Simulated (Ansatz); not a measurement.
`CB[CH2][AlH2]` + HBr → `[AlH2][Br]` + `CBC` at 400 K and 1 bar (ligand exchange at the Al–C bond).

Isolated molecules relaxed with PBE0-D4/def2-TZVP in Ansatz; ΔE leaves out vibrations. CCSD(T)/CBS is the MP2 limit (def2-TZVPP, def2-QZVPP) plus CCSD(T) − MP2 in def2-TZVPP, frozen cores. For Br outer-core shells are correlated without core-valence functions, which leaves a few kJ/mol of doubt a bond. Scalar relativity is left out up to krypton. Each species was taken in one conformer, which may not be the lowest.

```
        species  CCSD(T)/CBS energy (Eh)  H − E (kJ/mol)  S (J/(mol·K))
`CB[CH2][AlH2]`               -347.72419           266.9          385.6
            HBr              -2573.91920            27.6          207.2
   `[AlH2][Br]`              -2816.58301            54.6          281.1
          `CBC`               -105.11307           246.9          312.0
```

H − E and S are ideal-gas, rigid-rotor, harmonic terms from PBE0-D4/def2-TZVP, for one conformer and one mirror image of each species. 1 Eh = 2625.50 kJ/mol, R = 8.31446 J/(mol·K).

Task: By hand: ΔE, ΔH, ΔS and ΔG.

Result: ΔE = (-2816.58301) + (-105.11307) − (-347.72419) − (-2573.91920) = -0.05269 Eh = -138.3 kJ/mol. Δ(H − E) = 54.6 + 246.9 − 266.9 − 27.6 = 7.0, so ΔH = -131.3 kJ/mol. ΔS = 281.1 + 312.0 − 385.6 − 207.2 = 0.3 J/(mol·K). ΔG = -131.3 − 400 × (0.3)/1000 = -131.4 kJ/mol.

Task: By hand: the equilibrium constant, and the temperature at which ΔG would vanish if ΔH and ΔS stayed fixed.

Result: log₁₀ K = −ΔG/(RT ln 10) = 17.2. ΔH and −TΔS have one sign here, so there is no such temperature.

The number of gas molecules stays the same, so ΔS is small and ΔH decides. A doubt of 5 kJ/mol in ΔE shifts log₁₀ K by 0.7 here. Other conformers and mirror images would add mixing entropy, several J/(mol·K) or more a flexible species. Modes under 60 cm⁻¹, often nearly free rotors, make the harmonic entropy too high. These are equilibria of isolated gas molecules and say nothing of rates. Largest T1 diagnostic: 0.011 (customary marks: 0.02 for closed shells, 0.045 for open ones).

ΔS is within the doubt of such terms, so its sign, and with it that verdict, could turn.
